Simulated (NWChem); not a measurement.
Molecule: C$_{3}$H$_{3}$Cl$_{2}$F; SMILES C/C(Cl)=C(\F)Cl

Q: Give the equilibrium geometry at PBE0/def2-SVP (NWChem) as an XYZ file, with the point group.

A: point group Cs; any orientation.
```
9

C     -1.6704     1.4869     0.0000
C     -0.4216     0.6741     0.0000
Cl     1.0652     1.5517     0.0000
C     -0.4068    -0.6660     0.0000
F     -1.5367    -1.3571     0.0000
Cl     0.9834    -1.6550     0.0000
H     -2.5559     0.8388     0.0000
H     -1.7043     2.1369     0.8884
H     -1.7043     2.1369    -0.8884
```
